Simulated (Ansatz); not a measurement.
Ansatz (a program for electronic structure) input (CCSD(T)/cc-pV(T+d)Z):
A basis named .json is the Basis Set Exchange file of that set.

Ansatz 0.2 input:
```yaml
crystal:
  periodic: [false, false, false]
  atoms:
    - {symbol: Si, position_ang: [0.10199308, -0.65072754, 0.04586606]}
    - {symbol: N, position_ang: [1.30302164, 0.60290456, -0.55746690]}
    - {symbol: N, position_ang: [-1.40379047, 0.25870916, 0.57842073]}
    - {symbol: H, position_ang: [-0.45135770, -0.95527345, -1.36504806]}
    - {symbol: H, position_ang: [1.83327095, 1.02423805, 0.19664796]}
    - {symbol: H, position_ang: [0.92122254, 1.36034236, -1.12131701]}
    - {symbol: H, position_ang: [-1.32204557, 0.62301130, 1.52074615]}
    - {symbol: H, position_ang: [-1.70361159, 1.02657120, -0.01983064]}
basis:
  gaussian:
    orbitals: cc-pV_T+d_Z.json
total_charge: -1
magnetization: {spin_polarized: false}
correlation: {method: ccsd_t, electrons: outside_noble_gas}
```

Output:

```
Functional definition: HF
integrals: 0.50 GiB planned
982 factors; integrals over basis functions are off by at most 1.0e-3 eV
0.88 GiB of device memory are held for the factors and their scratch space
mean field: 0.57 GiB planned
mean field evaluation 1: about -10904.3111 eV, gradient 2.6e1 eV
mean field evaluation 2: about -10904.4423 eV, gradient 2.6e1 eV
mean field evaluation 4: about -10906.2420 eV, gradient 3.4e0 eV
mean field evaluation 8: about -10906.2839 eV, gradient 1.7e-1 eV
mean field evaluation 16: about -10905.8244 eV, gradient 1.1e1 eV
mean field -10906.28414573 eV, -400.7985498107 hartree, gradient 5.1e-6 eV, S^2 0.000000; 0 other end points of the search recorded, 0 dependent functions left out
7 core orbitals not correlated
reference -10906.28414573 eV, -400.7985498107 hartree; 10, 10 occupied and 152, 152 virtual orbitals, 982 factors
second order -15.67840315 eV of doubles, -0.00000000 eV of singles
coupled cluster: 3.49 GiB planned
cycle   1  -16.02730432 eV  change   -3.5e-1 eV  update   8.6e-2
cycle   2  -16.43671942 eV  change   -4.1e-1 eV  update   2.6e-2
cycle   3  -16.50435913 eV  change   -6.8e-2 eV  update   1.2e-2
cycle   4  -16.49591283 eV  change    8.4e-3 eV  update   2.9e-3
cycle   5  -16.49605832 eV  change   -1.5e-4 eV  update   1.5e-3
cycle   6  -16.49612244 eV  change   -6.4e-5 eV  update   4.8e-4
cycle   7  -16.49587351 eV  change    2.5e-4 eV  update   2.1e-4
cycle   8  -16.49586694 eV  change    6.6e-6 eV  update   7.8e-5
cycle   9  -16.49588614 eV  change   -1.9e-5 eV  update   2.7e-5
cycle  10  -16.49587337 eV  change    1.3e-5 eV  update   1.2e-5
perturbative correction -0.65268567 eV, -0.0239857560 hartree
Total energy: -10923.43270477 eV, -401.4287477317 hartree
```

It need not be the lowest isomer of its formula. Whether it binds its extra electron was not tested at this geometry.
